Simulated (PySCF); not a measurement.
# One molecule, several mistakes: AlB2ClH3

All numbers below are calculated, not measured. The program is PySCF 2.14.0, an open-source quantum chemistry code, run on an isolated molecule that a program drew, which may never have been made. The molecule is AlB2ClH3 (charge 0, doublet), drawn as the SMILES string `[AlH2][B]BCl`.

Each row is a Hartree-Fock (HF) and frozen-core CCSD(T) single point in the cc-pV(D+d)Z basis, meant for a local HF minimum. Run 1 is clean. Each other run has one planted mistake out of seven kinds, and not every kind appears here: one electron removed, one electron added, multiplicity raised by two, geometry at a saddle point, minimal basis STO-3G, one bond length entered in bohr, all coordinates scaled. The reference is restricted for singlets and unrestricted otherwise, and also for a bond in bohr. Adding or removing an electron swaps singlet and doublet. Electrons count all cores. HOMO and LUMO are orbital energies over both spins, the gradient is its largest component, and the lowest frequency (negative if imaginary) is given only where the gradient is small. Bond lengths are over the 6 bonds as drawn. T1 is the CCSD diagnostic: over 0.02 (restricted) or 0.045 (unrestricted) a single reference is doubtful.

Geometry of the clean run:
```xyz
7
AlB2ClH3, angstrom
Al    0.5692    0.9941   -2.5141
B    -0.2350    0.1762   -0.7544
B    -0.8701   -0.4616    0.6224
Cl    0.1458   -1.5113    1.6433
H    -0.3409    1.9230   -3.4111
H     2.0622    0.6707   -2.9124
H    -1.9899   -0.2650    0.9928
```

```
run  electrons  basis functions  <S^2>  HOMO (eV)  LUMO (eV)  gradient (hartree/bohr)  lowest frequency (cm^-1)  mean bond (Å)  longest bond (Å)      T1  HF (hartree)  CCSD(T) (hartree)             mistake
  1         43               89  0.757      -8.85       0.10                  5.6e-06                        82         1.6470             2.101  0.0167    -752.49831         -752.89926            no fault
  2         44               89  0.000      -1.49       5.56                  4.1e-02                         -         1.6470             2.101  0.0177    -752.51599         -752.95844  one electron added
  3         43               89  0.758      -8.79       0.07                  1.9e-02                         -         1.7063             2.176  0.0174    -752.49141         -752.89345                   ?
  4         43               31  0.758      -6.48       5.17                  4.2e-02                         -         1.6470             2.101  0.0166    -744.01551         -744.15066                   ?
```

**Which mistake was planted in run 3, and what did it cost?**

The mean and the longest bond both change by the same factor, 1.036, and the gradient is no longer small. So the mistake is: all coordinates scaled. Subtracting run 1 and multiplying by 627.51 kcal/mol a hartree, the energy moved by 4.3 kcal/mol in HF and 3.6 kcal/mol in CCSD(T).

**Which mistake was planted in run 4, and what did it cost?**

It has 31 basis functions where the clean run has 89, with the same electrons and geometry. So the mistake is: minimal basis STO-3G. Subtracting run 1 and multiplying by 627.51 kcal/mol a hartree, the energy moved by 5323.0 kcal/mol in HF and 5489.8 kcal/mol in CCSD(T).

